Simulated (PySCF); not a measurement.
Computed shifts of a molecule CH7ClN2Si, B3LYP/pcSseg-1 in PySCF, GIAO, gas phase, atoms alike by connectivity averaged where their shifts nearly agree, in ppm (number of nuclei): ¹⁵N: 35.0 (1), 26.6 (1). ¹³C: 38.4 (1). ²⁹Si: -4.3 (1). ¹H: 4.93 (1), 2.61 (2), 1.38 (1), 0.79 (1), 0.69 (1), 0.20 (1). References: ¹⁵N against NH3 (σ = 265.5 ppm); ¹³C against TMS (σ = 181.3 ppm); ²⁹Si against TMS (σ = 338.7 ppm); ³⁵Cl against HCl (σ = 933.3 ppm); ¹H against TMS (σ = 31.68 ppm), references at their B3LYP-D3(BJ)/def2-TZVP geometries, non-relativistic (without spin–orbit terms, shifts of atoms bonded to Cl or Br come out too high). Coordinates come from a B3LYP-D3(BJ)/def2-SVP optimisation. Other conformers were not sampled.

Task: Identify the compound among the candidates.
A. NC[Si@@H](N)Cl
B. C[Si](N)(N)Cl
C. CN[Si@H](N)Cl

Result: A, NC[Si@@H](N)Cl
